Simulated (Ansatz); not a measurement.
CH4BFO2S, relaxed with RKS PBE-D4/def2-SVP in Ansatz from a rough embedded geometry. The force threshold is 0.03 eV/Å; the program also tests the step.

The species carries charge 0 and has multiplicity 1. The bonds changed during the relaxation, so this is another structure than the one it started from.

Start:

```xyz
10

O     1.135    0.684   -0.607
C     0.111    0.067    0.222
O     0.598   -0.100    1.531
S    -1.347    1.043    0.249
B    -0.240   -1.379   -0.348
F    -0.763   -1.515   -1.719
H     1.257    1.570   -0.283
H     0.826    0.782    1.866
H    -1.516    1.177   -1.176
H    -0.062   -2.328    0.266
```

**Question.** By how much does the energy fall, and how many steps does the optimiser take? (Estimate.)

**Answer.** Ansatz gave: 24.70 kcal/mol, in 17 steps, 2 of them rejected.

**Question.** Which bonds change most? (An estimate is asked.)

**Answer.** The calculation gave: S4–B5 from 2.730 to 1.987 Å; O1–C2 from 1.455 to 1.326 Å; B5–F6 from 1.473 to 1.381 Å; C2–O3 from 1.406 to 1.323 Å.

**Question.** Give the relaxed structure. (Estimate.)

**Answer.** Ansatz gave: 
```xyz
10

O     1.079    0.873   -0.607
C     0.510   -0.013    0.198
O     0.824    0.002    1.484
S    -1.961    0.216   -0.009
B    -0.516   -1.100   -0.371
F    -0.353   -1.418   -1.705
H     1.568    1.573   -0.120
H     1.196    0.865    1.776
H    -1.666    1.020   -1.072
H    -0.680   -2.018    0.425
```
